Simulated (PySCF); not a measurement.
C2H4ClFSi, SMILES C=C[Si@H](F)Cl.

The structure is a stationary point at B3LYP-D3(BJ)/def2-SVP. The structure was generated by enumeration; whether it is a known compound was not checked. Other conformers were not sampled.

Computed with PBE/def2-TZVP (PySCF).

Gas-phase values at a fixed geometry.

Task: Estimate the frontier levels, gap, dipole moment and polarisability. (The exact figures need the calculation; the answer reports its results.)

Result: 
The highest occupied level is -7.37 eV and the lowest empty level is -2.09 eV. The orbital gap is 5.28 eV, the dipole moment is 2.08 D and the quadrupole, principal values (traceless, Buckingham form, about the centre of nuclear charge) is -3.36, -0.72, 4.08 D·Å. The mean static polarisability comes out as 60.6 bohr³ (8.98 Å³) and the polarisability, principal values is 50.0, 52.5, 79.4 bohr³.
